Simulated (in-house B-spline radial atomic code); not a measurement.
Whole-atom quantities along the 17-electron series, configuration [Ne] 3s2 3p5. Computed with a radial B-spline atomic code at the basis-set limit: non-relativistic Hartree-Fock, average of the configuration, point nuclei.

This level leaves out relativity, spin-orbit splitting included, which matters for heavy ions.

```json
{"ion": "Cl", "Z": "17", "E/Z² (Eh)": "-1.5899", "Σ<r²> (bohr²)": "27.633", "n(0)/Z³ (bohr⁻³)": "0.65524", "Lamb diamagnetic shielding (ppm)": "1142.66", "repulsion over attraction": "0.16027"}
{"ion": "Ar+", "Z": "18", "E/Z² (Eh)": "-1.6243", "Σ<r²> (bohr²)": "20.178", "n(0)/Z³ (bohr⁻³)": "0.65875", "Lamb diamagnetic shielding (ppm)": "1228.47", "repulsion over attraction": "0.15508"}
{"ion": "K2+", "Z": "19", "E/Z² (Eh)": "-1.6562", "Σ<r²> (bohr²)": "15.652", "n(0)/Z³ (bohr⁻³)": "0.66201", "Lamb diamagnetic shielding (ppm)": "1313.97", "repulsion over attraction": "0.14979"}
{"ion": "Ca3+", "Z": "20", "E/Z² (Eh)": "-1.6858", "Σ<r²> (bohr²)": "12.605", "n(0)/Z³ (bohr⁻³)": "0.66505", "Lamb diamagnetic shielding (ppm)": "1399.29", "repulsion over attraction": "0.1446"}
{"ion": "Sc4+", "Z": "21", "E/Z² (Eh)": "-1.7133", "Σ<r²> (bohr²)": "10.422", "n(0)/Z³ (bohr⁻³)": "0.66787", "Lamb diamagnetic shielding (ppm)": "1484.49", "repulsion over attraction": "0.13958"}
{"ion": "Ti5+", "Z": "22", "E/Z² (Eh)": "?", "Σ<r²> (bohr²)": "?", "n(0)/Z³ (bohr⁻³)": "?", "Lamb diamagnetic shielding (ppm)": "?", "repulsion over attraction": "?"}
{"ion": "V6+", "Z": "23", "E/Z² (Eh)": "-1.7626", "Σ<r²> (bohr²)": "7.53", "n(0)/Z³ (bohr⁻³)": "0.67295", "Lamb diamagnetic shielding (ppm)": "1654.66", "repulsion over attraction": "0.13023"}
{"ion": "Cr7+", "Z": "24", "E/Z² (Eh)": "-1.7847", "Σ<r²> (bohr²)": "6.5328", "n(0)/Z³ (bohr⁻³)": "0.67524", "Lamb diamagnetic shielding (ppm)": "1739.67", "repulsion over attraction": "0.1259"}
{"ion": "Mn8+", "Z": "25", "E/Z² (Eh)": "-1.8055", "Σ<r²> (bohr²)": "5.728", "n(0)/Z³ (bohr⁻³)": "0.67739", "Lamb diamagnetic shielding (ppm)": "1824.64", "repulsion over attraction": "0.12181"}
{"ion": "Fe9+", "Z": "26", "E/Z² (Eh)": "-1.8249", "Σ<r²> (bohr²)": "5.0676", "n(0)/Z³ (bohr⁻³)": "0.6794", "Lamb diamagnetic shielding (ppm)": "1909.59", "repulsion over attraction": "0.11794"}
{"ion": "Co10+", "Z": "27", "E/Z² (Eh)": "?", "Σ<r²> (bohr²)": "?", "n(0)/Z³ (bohr⁻³)": "?", "Lamb diamagnetic shielding (ppm)": "?", "repulsion over attraction": "?"}
{"ion": "Ni11+", "Z": "28", "E/Z² (Eh)": "-1.8601", "Σ<r²> (bohr²)": "4.0554", "n(0)/Z³ (bohr⁻³)": "0.68307", "Lamb diamagnetic shielding (ppm)": "2079.43", "repulsion over attraction": "0.11081"}
{"ion": "Cu12+", "Z": "29", "E/Z² (Eh)": "-1.8762", "Σ<r²> (bohr²)": "3.6618", "n(0)/Z³ (bohr⁻³)": "0.68474", "Lamb diamagnetic shielding (ppm)": "2164.33", "repulsion over attraction": "0.10754"}
{"ion": "Zn13+", "Z": "30", "E/Z² (Eh)": "-1.8913", "Σ<r²> (bohr²)": "3.3239", "n(0)/Z³ (bohr⁻³)": "0.68632", "Lamb diamagnetic shielding (ppm)": "2249.22", "repulsion over attraction": "0.10444"}
{"ion": "Ga14+", "Z": "31", "E/Z² (Eh)": "-1.9056", "Σ<r²> (bohr²)": "3.0316", "n(0)/Z³ (bohr⁻³)": "0.68782", "Lamb diamagnetic shielding (ppm)": "2334.09", "repulsion over attraction": "0.1015"}
{"ion": "Ge15+", "Z": "32", "E/Z² (Eh)": "-1.9191", "Σ<r²> (bohr²)": "2.7768", "n(0)/Z³ (bohr⁻³)": "0.68924", "Lamb diamagnetic shielding (ppm)": "2418.96", "repulsion over attraction": "0.098712"}
{"ion": "As16+", "Z": "33", "E/Z² (Eh)": "-1.9319", "Σ<r²> (bohr²)": "2.5532", "n(0)/Z³ (bohr⁻³)": "0.69058", "Lamb diamagnetic shielding (ppm)": "2503.82", "repulsion over attraction": "0.096066"}
{"ion": "Se17+", "Z": "34", "E/Z² (Eh)": "?", "Σ<r²> (bohr²)": "?", "n(0)/Z³ (bohr⁻³)": "?", "Lamb diamagnetic shielding (ppm)": "?", "repulsion over attraction": "?"}
{"ion": "Br18+", "Z": "35", "E/Z² (Eh)": "-1.9555", "Σ<r²> (bohr²)": "2.1811", "n(0)/Z³ (bohr⁻³)": "0.69306", "Lamb diamagnetic shielding (ppm)": "2673.53", "repulsion over attraction": "0.09116"}
{"ion": "Kr19+", "Z": "36", "E/Z² (Eh)": "-1.9665", "Σ<r²> (bohr²)": "2.0251", "n(0)/Z³ (bohr⁻³)": "0.69421", "Lamb diamagnetic shielding (ppm)": "2758.37", "repulsion over attraction": "0.088884"}
{"ion": "Rb20+", "Z": "37", "E/Z² (Eh)": "-1.9769", "Σ<r²> (bohr²)": "1.8855", "n(0)/Z³ (bohr⁻³)": "0.69531", "Lamb diamagnetic shielding (ppm)": "2843.22", "repulsion over attraction": "0.086714"}
{"ion": "Sr21+", "Z": "38", "E/Z² (Eh)": "-1.9868", "Σ<r²> (bohr²)": "1.76", "n(0)/Z³ (bohr⁻³)": "0.69635", "Lamb diamagnetic shielding (ppm)": "2928.05", "repulsion over attraction": "0.084644"}
{"ion": "Zr23+", "Z": "40", "E/Z² (Eh)": "-2.0052", "Σ<r²> (bohr²)": "1.5441", "n(0)/Z³ (bohr⁻³)": "0.69831", "Lamb diamagnetic shielding (ppm)": "3097.72", "repulsion over attraction": "0.08078"}
```

(1) Fill in the row of Ti5+.

(2) Fill in the row of Co10+.

(3) Fill in the row of Se17+.

(4) With what power of Z does the column «Σ<r²> (bohr²)» change over this range?

## Answers

(1) E/Z² (Eh): -1.7388; Σ<r²> (bohr²): 8.7901; n(0)/Z³ (bohr⁻³): 0.6705; Lamb diamagnetic shielding (ppm): 1569.6; repulsion over attraction: 0.13479.

(2) E/Z² (Eh): -1.843; Σ<r²> (bohr²): 4.5181; n(0)/Z³ (bohr⁻³): 0.68129; Lamb diamagnetic shielding (ppm): 1994.52; repulsion over attraction: 0.11428.

(3) E/Z² (Eh): -1.944; Σ<r²> (bohr²): 2.356; n(0)/Z³ (bohr⁻³): 0.69185; Lamb diamagnetic shielding (ppm): 2588.68; repulsion over attraction: 0.093552.

(4) A fit of the logarithm of its size against log Z from Z = 17 to 40 has slope -3.22. Unscreened non-relativistic hydrogenic orbitals would give -2.
